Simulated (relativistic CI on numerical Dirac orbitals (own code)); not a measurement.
**Radial parameters of Gd⁵⁷⁺**

These numbers are calculated, not measured: Dirac-Coulomb-Breit CI, separate exchange-only KLI orbitals for each configuration, model QED (radiative potential, 1s self-energy scaled to tabulated hydrogen-like ionisation energies), unscaled Slater integrals (own radial code, finite nucleus).

Slater integrals F^k, G^k are unscaled and averaged over j, outside the closed core 1s2; ζ comes from projecting the Hamiltonian with its Breit term on Σ l·s of the shell.

- 2s2 2p3: F^2(2p,2p) = 1.202e+06, ζ(2p) = 3.9764e+06 cm⁻¹; <r>(2p) = 0.07856, <r^2>(2p) = 0.007504 (bohr units).
- 2s 2p4: F^2(2p,2p) = 1.2007e+06, G^1(2s,2p) = 1.2855e+06, ζ(2p) = 3.9643e+06 cm⁻¹; <r>(2s) = 0.08966, <r^2>(2s) = 0.009512, <r>(2p) = 0.07865, <r^2>(2p) = 0.007521 (bohr units).
- 2p5: ζ(2p) = 3.9524e+06 cm⁻¹; <r>(2p) = 0.07877, <r^2>(2p) = 0.007544 (bohr units).

Averages of the first 10 configurations, taken without configuration mixing, which lowers the lowest level and can move excited configurations by several eV; other configurations of the list can lie among them:

```json
{"Configuration": "2s2 2p3", "Parity": "odd", "States": "20", "Average energy above the lowest level (eV)": "735.9"}
{"Configuration": "2s 2p4", "Parity": "even", "States": "30", "Average energy above the lowest level (eV)": "1523.3"}
{"Configuration": "2p5", "Parity": "odd", "States": "6", "Average energy above the lowest level (eV)": "2363.3"}
{"Configuration": "2p4 3s", "Parity": "even", "States": "30", "Average energy above the lowest level (eV)": "9091.0"}
{"Configuration": "2p4 3p", "Parity": "odd", "States": "90", "Average energy above the lowest level (eV)": "9315.1"}
{"Configuration": "2p4 3d", "Parity": "even", "States": "150", "Average energy above the lowest level (eV)": "9506.6"}
{"Configuration": "2s2 2p2 3s", "Parity": "even", "States": "30", "Average energy above the lowest level (eV)": "7528.6"}
{"Configuration": "2s2 2p2 3p", "Parity": "odd", "States": "90", "Average energy above the lowest level (eV)": "7761.9"}
{"Configuration": "2s2 2p2 3d", "Parity": "even", "States": "150", "Average energy above the lowest level (eV)": "7953.7"}
{"Configuration": "2s 2p3 3s", "Parity": "odd", "States": "80", "Average energy above the lowest level (eV)": "8283.4"}
```
